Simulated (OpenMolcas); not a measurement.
Ions of charge +3 along the 3d row with 4 bromide ligands in tetrahedral coordination

```yaml
Program: OpenMolcas
Method: CASSCF
Spin-orbit_coupling: RASSI with atomic mean-field integrals over the reference wave functions
```

The d shell is active. Anionic complexes are neutralised by point charges behind the ligands. Distances were set from a Shannon-type radius of the metal (high-spin where two are listed) plus a fixed donor radius (Br 1.91 Å). Ligand basis ANO-RCC-VDZP, DKH2 Hamiltonian. States (labels of Td). Energies in cm-1 above the lowest state or level, χT in cm3 K/mol; under a threefold ground state the first gap can be a small split of the lowest multiplet, not the spin-orbit step; 10Dq is the gap between the two states; 10Dq is negative for this site. Spin-only χT is S(S+1) / 2 for the spin of the ground state.

```
 Ion  Shell  R (Å)   Metal basis  Outer charge (e at Å behind ligand)  Ground state  First state of that spin   10Dq  First gap with spin-orbit (degeneracies)  χT at 300 K  First state of another spin  Spin-only χT
Ti3+    3d1   2.45  ANO-RCC-VTZP                          0.25 at 3.2            2E                  2T2 4632  -4632                               4580 (4, 2)        0.399                                      0.375
 V3+    3d2   2.42  ANO-RCC-VTZP                          0.25 at 2.8           3A2                  3T2 4881                                      4876 (3, 2)        0.990                     1E 13679         1.000
Cr3+    3d3    2.4  ANO-RCC-VDZP                          0.25 at 2.6           4T1                  4T2 4344                                      19.1 (4, 2)        1.721                     2E 13390         1.875
Mn3+    3d4   2.42  ANO-RCC-VTZP                          0.25 at 3.2           5T2                   5E 5209                                      18.5 (1, 3)        2.735                    3T1 18457         3.000
Fe3+    3d5    2.4  ANO-RCC-VDZP                          0.25 at 3.2           6A1                                                               30365 (6, 2)        4.386                    4T1 30396         4.375
Co3+    3d6   2.39  ANO-RCC-VDZP                          0.25 at 2.4            5E                  5T2 3279                                      31.9 (1, 3)        3.553                    3T1 19694         3.000
Ni3+    3d7   2.38  ANO-RCC-VDZP                          0.25 at 2.8           4A2                  4T2 3232                                      3149 (4, 4)        2.804              2S+1 = 2: 18493         1.875
Cu3+    3d8   2.32  ANO-RCC-VTZP                          0.25 at 3.2           3T1                  3T2 3512                                     249.7 (1, 3)        1.942                     1E 10634         1.000
```

The rows also differ in their metal basis and outer charges, so part of each step comes from that.

Every ion keeps the highest spin of its shell. χT departs most from the spin-only value for Cu3+, by +0.942 cm3 K/mol.

Ligand-to-metal charge-transfer states are missing. An orbital doublet at a regular site is open to a Jahn-Teller distortion, which this geometry leaves out (holds for Ti3+; Co3+). With metal d orbitals alone and no dynamic correlation the field as a rule comes out too small, by tens of per cent, by up to half for chloride and softer ligands (holds for Ti3+; V3+; Cr3+; Mn3+; Fe3+). Without dynamic correlation the repulsion within the d shell is too large (B by tens of per cent), so at a given field states of lower spin stand too high (holds for V3+; Cr3+; Mn3+; Fe3+; Co3+; Ni3+; Cu3+). With no ligand orbital active B as a rule stays too high, so bands that hang on it stand too high and its fall with covalency is understated (holds for V3+; Cr3+; Mn3+; Fe3+; Co3+; Ni3+; Cu3+). An orbital triplet at a regular site is open to Jahn-Teller coupling, which can distort the site and quench the lowest spin-orbit gaps and is left out (holds for Cr3+; Mn3+; Cu3+). This ion would oxidise such ligands; the complex is a model and need not exist (holds for Mn3+; Co3+; Ni3+; Cu3+). With metal d orbitals alone and no dynamic correlation the field as a rule comes out too small, by tens of per cent, by up to half for chloride and softer ligands, and the orbital part of g and χT, which goes as 1/10Dq, too large (holds for Co3+; Ni3+). The least metal-like active orbital is 83 % on the metal (Löwdin) and no ligand orbital is active, so the numbers are rough (holds for Ni3+). The least metal-like active orbital is 76 % on the metal (Löwdin) and no ligand orbital is active, so the numbers are rough (holds for Cu3+). With metal d orbitals alone and no dynamic correlation the field as a rule comes out too small, by tens of per cent, by up to half for chloride and softer ligands, and with too little covalency χT stands high (holds for Cu3+). No measured value stands beside these numbers; the geometry is a model, was not optimised and need not be the one that this ion takes.

A state without a sure symmetry label is named by its multiplicity alone.
